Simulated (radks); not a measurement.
Spherical quantum dot in the effective-mass picture: electrons in a hard-walled sphere of radius 7.35, all in effective atomic units (hartree* = m*/eps^2 hartree, bohr* = eps/m* bohr), one dielectric constant everywhere. Method: non-relativistic Kohn-Sham, LDA (Slater exchange, Perdew-Wang correlation), spin-polarised, spherical densities; computed with a radial shooting solver with Libxc functionals. Levels are named by radial order and angular momentum (1s, 1p, 1d, 2s, ...), and open shells are averaged over m. Results are scaled to m* = 0.339 and eps = 9.7, for which hartree* = 98.04 meV and bohr* = 1.514 nm. At N = 7 the configuration is 1s2 1p(up 3, down 2). Does electron 8 go into 1d up or 1d down or 1p down?

Answer. Into 1p down. The total energies of the other choices lie higher by 7.68 meV (1d up), 8.61 meV (1d down).
